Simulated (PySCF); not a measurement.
PySCF 2.14 output of an unrestricted LDA calculation on a single atom or ion in aug-cc-pwCVDZ-PP with ECP60MDF (6s5p4d1f, 48 functions), with scalar relativity through the core potential:

```
SCF conv_tol = 1e-09
number electrons alpha = 11  beta = 10
    P. A. M. Dirac.,  Math. Proc. Cambridge Philos. Soc. 26, 376 (1930)
    F. Bloch.,  Z. Phys. 57, 545 (1929)
    S. H. Vosko, L. Wilk, and M. Nusair.,  Can. J. Phys. 58, 1200 (1980)
cycle= 1 E= -213.049626400343  delta_E= -0.0136  |g|= 0.0653  |ddm|= 1.43
cycle= 2 E= -213.050002750694  delta_E= -0.000376  |g|= 0.0479  |ddm|= 0.297
cycle= 3 E= -213.050476110615  delta_E= -0.000473  |g|= 0.000407  |ddm|= 0.144
cycle= 4 E= -213.050476162883  delta_E= -5.23e-08  |g|= 2.78e-05  |ddm|= 0.00301
cycle= 5 E= -213.050476163099  delta_E= -2.16e-10  |g|= 3.05e-07  |ddm|= 0.000132
converged SCF energy = -213.050476163099  <S^2> = 0.75001333  2S+1 = 2.0000133
```

The run itself started from symmetry-adapted Hartree-Fock orbitals and held the occupation by maximum overlap, on a logarithmic radial grid, so the iterations belong to that start.

Which element, charge and spin multiplicity is this?

Bi²⁺ (bismuth, charge +2), multiplicity 2; the state was [Xe] 4f14 5d10 6s2 7s1, 2S determinant (an excited configuration).

Energies and moments cover only the electrons outside the core potential. Spin-orbit coupling, which splits the p, d and f shells strongly at this Z, is absent. The outer electron is Rydberg-like, and this basis confines it to a smaller radius and binds it less than a complete one would.
